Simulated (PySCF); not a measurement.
Zr⁺ (zirconium, charge +1) across methods

[Kr] 4d2 5s1, high-spin 4F determinant. Computed with PySCF 2.14 in aug-cc-pVDZ-PP with ECP28MDF (5s5p4d2f, 54 functions), with scalar relativity through the core potential.

| method | E (hartree) | mean ε 4p β (eV) | mean ε 4d α (eV) | mean ε 5s α (eV) | Σ⟨r²⟩ (bohr²) | ⟨S²⟩ |
| --- | --- | --- | --- | --- | --- | --- |
| UHF | -46.11037 | -45.677 | -15.463 | -12.400 | 41.59 | 3.754 |
| TPSSh | -46.5025 | -39.379 | -11.521 | -10.574 | 40.83 | 3.751 |
| PBEsol | -46.4196 | -38.289 | -10.869 | -10.538 | 40.81 | 3.750 |
| PBE0 | -46.5057 | -40.464 | -12.204 | -11.056 | 40.77 | 3.751 |
| r2SCAN | -46.5362 | -39.143 | -11.236 | -10.612 | 40.76 | 3.751 |
| PBE | -46.5153 | -38.377 | -10.939 | -10.472 | 40.80 | 3.750 |
| LDA | -46.3704 | -38.361 | -10.866 | -10.727 | 40.89 | 3.750 |
| HSE06 | -46.5059 | -40.060 | -11.798 | -10.731 | 40.79 | 3.751 |
| CAM-B3LYP | -46.4725 | -41.908 | -13.395 | -12.013 | 40.68 | 3.751 |

Energies and moments cover only the electrons outside the core potential.
